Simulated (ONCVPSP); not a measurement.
**Before and after: ONCV potential for Mn**

```
Element                 : manganese (Mn)
Generator               : ONCVPSP 4.0.1
Type                    : optimised norm-conserving Vanderbilt (ONCV)
Functional              : PBEsol
Relativity              : scalar-relativistic
Frozen core             : [Ar]
Valence charge          : 7
Reference configuration : 3d5 4s2
Partial waves           : 4s: rc 2.65 bohr, ncon 4, nbas 9, qcut 3.2 1/bohr, 2 projectors, debl 0.7 Ha; p scattering state at 0.3 Ha: rc 2.25 bohr, ncon 3, nbas 8, qcut 3.3 1/bohr, 2 projectors, debl 4 Ha; 3d: rc 1.25 bohr, ncon 4, nbas 8, qcut 13 1/bohr, local
Local potential         : the d channel
Core correction         : Teter function, fcfact 4.5, rcfact 1.75
```

All-electron outer shells of the reference configuration (PBEsol, scalar-relativistic, ld1.x):

```
shell  level (eV)  outermost node (bohr)  outermost maximum (bohr)
   3p      -54.48                   0.31                      0.75
   3d       -6.79                      –                      0.76
   4s       -5.12                   1.05                      2.51
```

Change: all radii but the core radius scaled by about 0.80 (s 2.12, p 1.80, d 1.00 bohr).

Cutoffs: the cutoffs (Ha) at which the residual kinetic energy of the hardest occupied pseudo-wave falls to 1 and 0.1 mHa per electron; they do not see the model core or the augmentation charge, which bear on the density cutoff. Errors are all-electron minus pseudo energies relative to the spin-unpolarised reference configuration.

Predict the effect on cutoff, ghosts and configuration errors.

The potential gets harder (62 Ha and 70 Ha → 74 Ha and 89 Ha); both files keep a bound ghost (s); the lowest positive-energy flag moves from p at 15.6 eV to p at 2.6 eV; the errors of the 4 common tests hardly move. A smaller radius makes the pseudo-wave follow the all-electron one further in, where it bends more sharply, so more plane waves are needed.

| quantity | base | changed |
| --- | --- | --- |
| cutoff, loose | 62 Ha | 74 Ha |
| cutoff, tight | 70 Ha | 89 Ha |
| loose cutoff by channel | s 3.6 Ha, d 62 Ha | s 3.9 Ha, d 74 Ha |
| bound ghosts | s | s |
| GHOST(+) flags under 300 eV | p at 15.6 eV, s at 77.4 eV | p at 2.6 eV |
| error for 3d5 4s1, meV [ΔE 8.43 eV] | -59 | -59 |
| error for 3d5 4s0, meV [ΔE 23.94 eV] | -493 | -493 |
| error for 3d4 4s0, meV [ΔE 56.42 eV] | -1050 | -1007 |
| error for 3d6 4s0, meV [ΔE 6.78 eV] | -373 | -392 |
| rms error of d²Exc/dni dnj with the model core, mHa | 6.42 | 6.52 |

 A true bound ghost makes a file unfit for plane-wave use even where its test errors are small: the radial tests pick states by their node count and pass the ghost by.
